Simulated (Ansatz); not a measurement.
Reactions of F2GaH3Si (`[F][Ga]([F])[SiH3]`).

Calculated with Ansatz (gas phase, PBE0-D4/def2-TZVP geometries, no zero-point term in ΔE). CBS: MP2 limit from def2 TZ/QZ plus the TZ coupled-cluster correction, frozen cores. This one scheme is used for every species. Open shells (•) are unrestricted, without spin–orbit coupling. For Ga, Ge, Se outer-core shells are correlated without core-valence functions, which leaves a few kJ/mol of doubt a bond. Scalar relativity is left out up to krypton. Each species was taken in one conformer, which may not be the lowest.

| reaction | HF/CBS(def2) (kcal/mol) |
| --- | --- |
| `[F][Ga]([F])[SiH3]` → `[F][GaH][F]` + `[SiH2]` | 57.5 |
| `[F][Ga]([F])[SiH3]` + `N=C=O` → `O=C=[N][Ga]([F])[F]` + SiH₄ | -14.7 |
| `[F][Ga]([F])[SiH3]` + `O[SiH2]S` → `[SiH3]O[SiH2]S` + `[F][GaH][F]` | -24.1 |
| `[F][Ga]([F])[SiH3]` + `[NH2][GeH2][OH]` → `[OH][GeH2][NH][SiH3]` + `[F][GaH][F]` | -11.5 |
| `[F][Ga]([F])[SiH3]` + H₂Se → `[F][Ga]([F])[SeH]` + SiH₄ | -19.1 |
| `[F][Ga]([F])[SiH3]` + `NCF` → `FCN[SiH3]` + `[F][GaH][F]` | -5.9 |
| `[F][Ga]([F])[SiH3]` + `C=N` → `N=[CH][Ga]([F])[SiH3]` + H–F | 33.8 |
| `[F][Ga]([F])[SiH3]` + H–F → `[F][Ga]([F])[F]` + SiH₄ | -14.3 |
| `[F][Ga]([F])[SiH3]` → `[F][Ga][F]`• + `[SiH3]`• | 52.0 |
| `[F][Ga]([F])[SiH3]` + H₂ → `[F][GaH][SiH3]` + H–F | 18.8 |

Q: Give the CCSD(T)/CBS values in the same order. (Estimate.)

A: Ansatz gave: 63.8, -6.7, -17.2, -7.7, -15.7, -2.0, 25.7, -4.7, 77.1, 18.4 kcal/mol.

Largest T1 diagnostic: 0.018, for `N=C=O`.
